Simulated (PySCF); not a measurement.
PySCF input (TPSSh/def2-TZVPD):

```python
from pyscf import gto, scf, dft

mol = gto.M(
    atom='''
    Bi   -0.36049780   -0.30572441    0.60082715
    Br   -0.86943567    1.89236726   -0.71208688
    Br    1.72433044   -1.16736366   -0.71273178
    ''',
    basis='def2-tzvpd',
    ecp='def2-tzvp',
    charge=0,
    spin=1,
    verbose=4,
)

mf = dft.UKS(mol, xc='tpssh').density_fit(auxbasis='def2-universal-jkfit')
mf.grids.level = 3
mf.conv_tol = 1e-9
mf.max_cycle = 100
mf.max_memory = 1500
mf.kernel()
if not mf.converged:
    mf = mf.newton()
    mf.kernel(mf.make_rdm1())
for _ in range(2):
    mo, _, stable, _ = mf.stability(return_status=True)
    if stable:
        break
    mf.kernel(mf.make_rdm1(mo, mf.mo_occ))
mf.analyze()
```

Output:

```
ECP def2-tzvp not found for  Br
PySCF version 2.14.0

[INPUT] verbose = 4
[INPUT] num. atoms = 3
[INPUT] num. electrons = 93
[INPUT] charge = 0
[INPUT] spin (= nelec alpha-beta = 2S) = 1
[INPUT] symmetry False subgroup None
[INPUT] Mole.unit = angstrom
[INPUT] Symbol           X                Y                Z      unit          X                Y                Z       unit  Magmom
[INPUT]  1 Bi    -0.360497800000  -0.305724410000   0.600827150000 AA   -0.681242110508  -0.577735404494   1.135398761703 Bohr   0.0
[INPUT]  2 Br    -0.869435670000   1.892367260000  -0.712086880000 AA   -1.642995299228   3.576055848494  -1.345649180096 Bohr   0.0
[INPUT]  3 Br     1.724330440000  -1.167363660000  -0.712731780000 AA    3.258512279851  -2.205997605170  -1.346867864474 Bohr   0.0

nuclear repulsion = 487.981761966807
number of shells = 56
number of NR pGTOs = 321
number of NR cGTOs = 170
basis = def2-tzvpd
ecp = def2-tzvp

******** <class 'pyscf.df.df_jk.DFUKS'> ********
method = DFUKS
initial guess = minao
damping factor = 0
level_shift factor = 0
DIIS = <class 'pyscf.scf.diis.CDIIS'>
diis_start_cycle = 1
diis_space = 8
diis_damp = 0
SCF conv_tol = 1e-09
SCF conv_tol_grad = None
SCF max_cycles = 100
direct_scf = False
number electrons alpha = 47  beta = 46
XC library pyscf.dft.libxc version 7.1.2
    S. Lehtola, C. Steigemann, M. J. T. Oliveira, and M. A. L. Marques,  SoftwareX 7, 1–5 (2018)
XC functionals = tpssh
    V. N. Staroverov, G. E. Scuseria, J. Tao, and J. P. Perdew,  J. Chem. Phys. 119, 12129 (2003)
radial grids:
    Treutler-Ahlrichs [JCP 102, 346 (1995); DOI:10.1063/1.469408] (M4) radial grids

becke partition: Becke, JCP 88, 2547 (1988); DOI:10.1063/1.454033
pruning grids: <function nwchem_prune>
grids dens level: 3
symmetrized grids: False
atomic radii adjust function: <function treutler_atomic_radii_adjust>
small_rho_cutoff = 0
Set gradient conv threshold to 3.16228e-05
tot grids = 64296
******** <class 'pyscf.df.df.DF'> ********
auxbasis = def2-universal-jkfit
init E= -5326.27122576971
  alpha nocc = 47  HOMO = -0.573155859273852  LUMO = -0.529995668904448
  beta  nocc = 46  HOMO = -0.582261945574855  LUMO = -0.573155859273853

WARN: HOMO -0.573155859273852 >= LUMO -0.573155859273853

cycle= 1 E= -5360.12490447255  delta_E= -33.9  |g|= 2.26  |ddm|= 8.73
[...]
  beta  nocc = 46  HOMO = -0.281177399504481  LUMO = -0.142821391961506
  HOMO = -0.20945035055  LUMO = -0.142821391962  gap/eV = 1.81307
Extra cycle  E= -5362.80414526484  delta_E= 5.33e-10  |g|= 3.9e-05  |ddm|= 6.81e-05
converged SCF energy = -5362.80414526484  <S^2> = 0.75312534  2S+1 = 2.0031229
uhf_internal: lowest eigs of H = [0.14903339 0.17471815 0.24249344]
<class 'pyscf.df.df_jk.DFUKS'> wavefunction is stable in the internal stability analysis
**** SCF Summaries ****
Total Energy =                       -5362.804145264843100
Nuclear Repulsion Energy =             487.981761966806516
One-electron Energy =                -8512.086347730142734
Two-electron Energy =                 2661.300440498493117
Two-electron Coulomb Energy =         2860.860410467137626
DFT Exchange-Correlation Energy =     -199.559969968644509
HOMO-LUMO gap [eV] =                     1.813066312257746
**** MO energy ****
                             alpha | beta                alpha | beta
MO #1   energy= -482.554153960987  | -482.554004882508  occ= 1 | 1
MO #2   energy= -482.554116280408  | -482.553967199188  occ= 1 | 1
MO #3   energy= -62.2678525846399  | -62.2677897406254  occ= 1 | 1
MO #4   energy= -62.2678173322601  | -62.2677544886951  occ= 1 | 1
MO #5   energy= -56.0535136210253  | -56.0535412272385  occ= 1 | 1
MO #6   energy= -56.0534776125156  | -56.0535052201389  occ= 1 | 1
MO #7   energy= -56.0513374536428  | -56.0511012825626  occ= 1 | 1
MO #8   energy= -56.0513019580421  | -56.0510655707768  occ= 1 | 1
MO #9   energy= -56.0511489825066  | -56.0509445824053  occ= 1 | 1
MO #10  energy= -56.0511132744307  | -56.050909085074   occ= 1 | 1
MO #11  energy= -8.61397276875785  | -8.61375756732503  occ= 1 | 1
MO #12  energy= -8.61394259215498  | -8.61372739247263  occ= 1 | 1
MO #13  energy= -6.43288583556097  | -6.43294554835289  occ= 1 | 1
MO #14  energy= -6.43285510576456  | -6.43291484350811  occ= 1 | 1
MO #15  energy= -6.42591728373834  | -6.42545111468081  occ= 1 | 1
MO #16  energy= -6.42588747789649  | -6.4254211889975   occ= 1 | 1
MO #17  energy= -6.42554235187574  | -6.42518451057171  occ= 1 | 1
MO #18  energy= -6.42551253507533  | -6.42515478098707  occ= 1 | 1
MO #19  energy= -5.96043705312775  | -5.95809099062359  occ= 1 | 1
MO #20  energy= -3.70698104674611  | -3.70647157738844  occ= 1 | 1
MO #21  energy= -3.70639578510408  | -3.70588597903165  occ= 1 | 1
MO #22  energy= -3.70305226568728  | -3.69861556289307  occ= 1 | 1
MO #23  energy= -2.55678957686855  | -2.55673063043745  occ= 1 | 1
MO #24  energy= -2.55675528939354  | -2.55669631959097  occ= 1 | 1
MO #25  energy= -2.55492063884904  | -2.55472512445852  occ= 1 | 1
MO #26  energy= -2.5548900211327   | -2.55469958089269  occ= 1 | 1
MO #27  energy= -2.55467120032061  | -2.5545244486593   occ= 1 | 1
MO #28  energy= -2.5546472159399   | -2.55449518832001  occ= 1 | 1
MO #29  energy= -2.54925936268646  | -2.54877246673688  occ= 1 | 1
MO #30  energy= -2.54923243295937  | -2.54874620897276  occ= 1 | 1
MO #31  energy= -2.54922479688018  | -2.54873901970273  occ= 1 | 1
MO #32  energy= -2.54920605584875  | -2.54871889303258  occ= 1 | 1
MO #33  energy= -1.08706566563365  | -1.08607003635354  occ= 1 | 1
MO #34  energy= -1.08452693093967  | -1.08336821230479  occ= 1 | 1
MO #35  energy= -1.08153402811114  | -1.07578620055294  occ= 1 | 1
MO #36  energy= -1.08098357292996  | -1.07510749956098  occ= 1 | 1
MO #37  energy= -1.08097076647639  | -1.07378096858936  occ= 1 | 1
MO #38  energy= -0.755890900461313 | -0.751686488697007 occ= 1 | 1
MO #39  energy= -0.73463486625257  | -0.732754077657852 occ= 1 | 1
MO #40  energy= -0.596141479093717 | -0.574532432152481 occ= 1 | 1
MO #41  energy= -0.351660418829047 | -0.349436033080069 occ= 1 | 1
MO #42  energy= -0.329653225804565 | -0.325082365248602 occ= 1 | 1
MO #43  energy= -0.312569407808048 | -0.29984544708657  occ= 1 | 1
MO #44  energy= -0.29025306606434  | -0.286832575364087 occ= 1 | 1
MO #45  energy= -0.2882872331837   | -0.284022326961462 occ= 1 | 1
MO #46  energy= -0.281659641201881 | -0.281177399504481 occ= 1 | 1
MO #47  energy= -0.20945035054984  | -0.142821391961506 occ= 1 | 0
MO #48  energy= -0.106658361932141 | -0.0970362422358987 occ= 0 | 0
MO #49  energy= -0.0922713610230583 | -0.0826595997157008 occ= 0 | 0
MO #50  energy= -0.00333500964481115 | 0.0029666966380672 occ= 0 | 0
MO #51  energy= 0.0288420470779259 | 0.0295209275875139 occ= 0 | 0
MO #52  energy= 0.0318682120505139 | 0.0353059903056233 occ= 0 | 0
MO #53  energy= 0.0319823486853092 | 0.0366317848290724 occ= 0 | 0
MO #54  energy= 0.0402412228420524 | 0.0458122267177908 occ= 0 | 0
MO #55  energy= 0.044122396191774  | 0.0463782515451147 occ= 0 | 0
MO #56  energy= 0.0533058432299976 | 0.0560054858911895 occ= 0 | 0
MO #57  energy= 0.0594424809401229 | 0.0700311870465365 occ= 0 | 0
MO #58  energy= 0.0721251593327945 | 0.0757429328289155 occ= 0 | 0
MO #59  energy= 0.0804290913337768 | 0.090043989138034  occ= 0 | 0
MO #60  energy= 0.0900379870869348 | 0.0931588474000101 occ= 0 | 0
MO #61  energy= 0.107010984850454  | 0.10929702892505   occ= 0 | 0
MO #62  energy= 0.119125930071208  | 0.121368775164884  occ= 0 | 0
MO #63  energy= 0.12349013920845   | 0.125863882197648  occ= 0 | 0
MO #64  energy= 0.128825404093302  | 0.133416143511631  occ= 0 | 0
MO #65  energy= 0.14986969513629   | 0.155858682841582  occ= 0 | 0
MO #66  energy= 0.153584806679366  | 0.165505780010874  occ= 0 | 0
MO #67  energy= 0.168358578796319  | 0.16963395536358   occ= 0 | 0
MO #68  energy= 0.177894161543766  | 0.17970544336528   occ= 0 | 0
MO #69  energy= 0.178697582198681  | 0.180335766998341  occ= 0 | 0
MO #70  energy= 0.185420668726655  | 0.18791097837523   occ= 0 | 0
MO #71  energy= 0.191646968267431  | 0.198468808446136  occ= 0 | 0
MO #72  energy= 0.193687912789651  | 0.198943323347466  occ= 0 | 0
MO #73  energy= 0.197140271102638  | 0.199450499604064  occ= 0 | 0
MO #74  energy= 0.215581891834525  | 0.21616595567077   occ= 0 | 0
MO #75  energy= 0.267661373195242  | 0.270884548786691  occ= 0 | 0
MO #76  energy= 0.278855909591984  | 0.28194142116288   occ= 0 | 0
MO #77  energy= 0.282871810190281  | 0.312797662370772  occ= 0 | 0
MO #78  energy= 0.306479631259925  | 0.324193444253033  occ= 0 | 0
MO #79  energy= 0.310232400891941  | 0.324717608320566  occ= 0 | 0
MO #80  energy= 0.329149733075723  | 0.332143261873059  occ= 0 | 0
MO #81  energy= 0.369147319387346  | 0.37341843099607   occ= 0 | 0
MO #82  energy= 0.378874755736581  | 0.387925970524102  occ= 0 | 0
MO #83  energy= 0.384965893869283  | 0.389537331844064  occ= 0 | 0
MO #84  energy= 0.386397282569409  | 0.392489261829332  occ= 0 | 0
MO #85  energy= 0.412895364787328  | 0.41496791082321   occ= 0 | 0
MO #86  energy= 0.413667067770689  | 0.417210860758961  occ= 0 | 0
MO #87  energy= 0.441726208310182  | 0.446652188399056  occ= 0 | 0
MO #88  energy= 0.44536390262681   | 0.448089444092135  occ= 0 | 0
MO #89  energy= 0.45683504834329   | 0.459847463168319  occ= 0 | 0
MO #90  energy= 0.457087009886149  | 0.461256869255008  occ= 0 | 0
MO #91  energy= 0.458415185262241  | 0.462281361615423  occ= 0 | 0
MO #92  energy= 0.470288272134305  | 0.475419644104157  occ= 0 | 0
MO #93  energy= 0.473183948451502  | 0.482646938789358  occ= 0 | 0
MO #94  energy= 0.483696184106342  | 0.49225604491358   occ= 0 | 0
MO #95  energy= 0.498491494542877  | 0.502245858424572  occ= 0 | 0
MO #96  energy= 0.531050685189114  | 0.536920797577051  occ= 0 | 0
MO #97  energy= 0.608625770463087  | 0.615109731635805  occ= 0 | 0
MO #98  energy= 0.609500255061216  | 0.621579903713161  occ= 0 | 0
MO #99  energy= 0.618272967982839  | 0.629270500099195  occ= 0 | 0
MO #100 energy= 0.672680624557837  | 0.691097994474622  occ= 0 | 0
MO #101 energy= 0.678916688714339  | 0.694538929149355  occ= 0 | 0
MO #102 energy= 0.680077471086327  | 0.704655473127813  occ= 0 | 0
MO #103 energy= 0.707512501600036  | 0.722209235355699  occ= 0 | 0
MO #104 energy= 0.742246267748775  | 0.74758598153918   occ= 0 | 0
[...]
```

It need not be the lowest isomer of its formula.
